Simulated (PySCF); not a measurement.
A structure optimised at PBE-D3(BJ)/def2-SVP, used in a PySCF frequency run:

```xyz
10

In     0.4544     0.1193    -0.0877
Br    -1.8264     0.0832     0.9285
O      0.6125    -0.9648    -1.7901
C      1.8723    -1.1729    -2.3917
H      2.5696    -1.7872    -1.7714
H      1.7131    -1.7284    -3.3437
H      2.4114    -0.2306    -2.6600
N      2.0543     0.9517     0.9180
H      1.7288     1.6958     1.5515
H      2.7242     1.3861     0.2671
```

**Question.** Write its SMILES and formula.

**Answer.** C[O][In]([NH2])[Br], CH₅BrInNO

**Question.** What are its rotational constants (standard atomic weights)?

**Answer.** 3.3139, 0.91248, 0.72084 GHz
